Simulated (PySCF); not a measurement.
C₄H₆GeS.
Bonds: Ge1–C2, C2–C3 (aromatic), C3–C4 (aromatic), C4–C5 (aromatic), C5–S6 (aromatic), C2–S6 (aromatic). Hydrogens: H7, H8, H9 on Ge1; H10 on C3; H11 on C4; H12 on C5.

Computed, not measured: core-valence-separated Tamm–Dancoff BHandHLYP/aug-pcX-1 (pcseg-1 on H, def2-SVPD on S, def2-SVPD on Ge) in PySCF, non-relativistic, gas phase, PBE0-D3(BJ)/def2-SVP geometry. BHandHLYP without relativity tends to put these K edges a few eV too low, so spacings mean more than positions.

(1) List the carbon K-edge absorption lines.

## Answers

(1) 
```csv
E (eV),f,core hole on,main final orbital,polarisation
283.24,0.0404,C3,LUMO (58 %),normal to the local trigonal plane
283.33,0.0495,C2,LUMO (79 %),normal to the local trigonal plane
283.36,0.0393,C5,LUMO (75 %),normal to the local trigonal plane
283.38,0.0964,C4,LUMO (49 %),normal to the local trigonal plane
285.72,0.0106,C4,LUMO (49 %),normal to the local trigonal plane
285.84,0.0347,C2,spread,in the local trigonal plane
285.96,0.0143,C4,LUMO+1 (56 %),in the local trigonal plane
286.01,0.0095,C3,LUMO (37 %),normal to the local trigonal plane
286.07,0.0340,C5,spread,in the local trigonal plane
286.08,0.0186,C3,LUMO+1 (51 %),in the local trigonal plane
286.50,0.0348,C2,spread,in the local trigonal plane
286.59,0.0220,C5,LUMO+1 (50 %),in the local trigonal plane
286.91,0.0040,C4,LUMO+2 (51 %),in the local trigonal plane
287.03,0.0058,C3,LUMO+2 (43 %),in the local trigonal plane
287.16,0.0005,C2,spread,–
287.24,0.0006,C2,LUMO+1 (53 %),–
287.29,0.0011,C4,spread,in the local trigonal plane
287.34,0.0038,C3,LUMO+6 (46 %),in the local trigonal plane
```

The first line with a tenth or more of the strongest one's intensity is at 283.24 eV (f = 0.040), with the hole on C3 (aromatic CH carbon), polarised normal to the local trigonal plane: a 1s→π* resonance. The strongest listed is at 283.38 eV (f = 0.096; C4, 1s→π*).

Roots within 0.03 eV whose holes lie on the same, on equivalent or on shared atoms are summed into one line, and the highest roots are left out, as the search may have cut off their partners. Final orbitals are the ground state's empty Kohn–Sham orbitals. A dash: too weak, shared between unlike atoms, or no plane or axis to refer to.

**Question.** What are the wavelength and the wavenumber of the 286.07 eV line?

**Answer.** λ = 12398.42 eV Å/286.07 eV = 43.341 Å; 2.3073 × 10⁶ cm⁻¹.

Only the lowest roots of each edge were sought. The BHandHLYP/aug-pcX-1 (pcseg-1 on H, def2-SVPD on S, def2-SVPD on Ge) calculation is non-relativistic and has no spin–orbit coupling, an omission that weighs most on germanium.

Hardware: one thread of an Intel Xeon at 2.70 GHz, shared host with 64 logical CPUs at a one-minute load of 60. Cost: 49 s wall, 0.84 GiB resident at most.
